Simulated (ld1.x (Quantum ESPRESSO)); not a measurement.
**Before and after: PAW potential for N**

```
Element                 : nitrogen
Generator               : ld1.x (Quantum ESPRESSO) 7.5
Type                    : PAW
Functional              : revPBE
Relativity              : scalar-relativistic
Frozen core             : [He]
Valence charge          : 5
Reference configuration : 2s1 2p4
Partial waves           : 2s (bound): rcut 0.65, rcutus 0.70 bohr; 2s channel at 1.4 Ry: rcut 0.65, rcutus 0.70 bohr; 2p (bound): rcut 2.10, rcutus 2.35 bohr; 2p channel at 3.1 Ry: rcut 2.10, rcutus 2.35 bohr; 3d channel at 0.4 Ry: rcut 1.90, rcutus 2.45 bohr
Local potential         : all-electron potential smoothed inside 1.70 bohr (lloc = -1)
Core correction         : Bessel-smoothed model core, default radius (core density twice the valence density)
Augmentation charge     : PSQ, radius 0.55 bohr
```

Change: waves 2p (bound): rcut 2.10, rcutus 3.60 bohr; 2p channel at 3.1 Ry: rcut 2.10, rcutus 3.60 bohr.

Cutoffs: the cutoffs (Ry, on a coarse ladder) from which the occupation-weighted sum of valence levels, in a spherical-Bessel basis at the reference potential, stays within 10 and 1 mRy of its value at 400 Ry; they do not see the model core or the augmentation charge, which bear on the density cutoff. Errors are all-electron minus pseudo energies relative to the spin-unpolarised reference configuration.

Question: Predict the effect on cutoff, ghosts and configuration errors.

Answer: The potential gets neither clearly harder nor softer (60 Ry and 90 Ry → 60 Ry and 90 Ry); the s channel sets the loose cutoff, while the largest relative change is in p, which becomes softer; the number of tests that count goes from 7 to 4; of the 4 tests that both files solve, the error grows in 3 and shrinks in 0 by more than 15 % and 0.3 meV (median size 2.4 → 9.6 meV); neither file shows a bound ghost at the reference potential, the only one tested. More of the atom is replaced by a form fitted at one configuration, so other configurations suffer.

```tsv
quantity	base	changed
cutoff, loose	60 Ry	60 Ry
cutoff, tight	90 Ry	90 Ry
loose cutoff by channel (10 mRy a level)	s 60 Ry, p 12 Ry	s 60 Ry, p 6 Ry
bound ghosts	none	none
tests counted (converged, no solver errors)	7 of 7	4 of 7
error for 2s2 2p3, meV [ΔE -11.59 eV]	-0.3	-1.0
error for 2s2 2p1, meV [ΔE 30.73 eV]	+4.3	-224
error for 2s1 2p0, meV [ΔE 155.54 eV]	-18	-18
error for 2s0 2p5, meV [ΔE 11.61 eV]	-0.6	-1.4
lowest overlap eigenvalue by channel	s 0.70, p 0.79, d 1.00	s 0.70, p 1.00, d 1.00
```

Changed file: Tests not counted: 2s2 2p2 (converged, but collapsed or in another state, printed error -50.9 eV); 2s2 2p3.3 (solver errors, printed error -257 eV); 2s2 2p2.5 (converged, but collapsed or in another state, printed error -56.4 eV). These tests converged, but a pseudo level misses the all-electron one widely, so the file describes the atom poorly there or has found another state: 2s1 2p0: empty 2p by 47.2 eV.
